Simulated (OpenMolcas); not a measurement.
Re6+ (d1) among equal point charges was computed by CASSCF with the d shell active (OpenMolcas, ANO-RCC-VDZP on the metal). Its lowest spin-free states, and all those of the highest spin:

```tsv
2S+1	Degeneracy	E (cm-1)
2	2	0.0
2	2	8919
2	1	13928
```

**Question.** Is the site octahedral, tetrahedral or cube-like, axial, or of lower symmetry?

**Answer.** The states with 2S+1 = 2 have orbital degeneracies 2, 2, 1. There are pairs but no triples, so the site is axial: not cubic, but with a proper or improper axis of order three or more. The run had Re6+ among 2 point charges of -1.5 e arranged as a linear pair (D∞h), 2.13 Å from the ion.

Point charges carry no covalency, so the field is a model and not that of real ligands. No measured value stands beside these numbers.
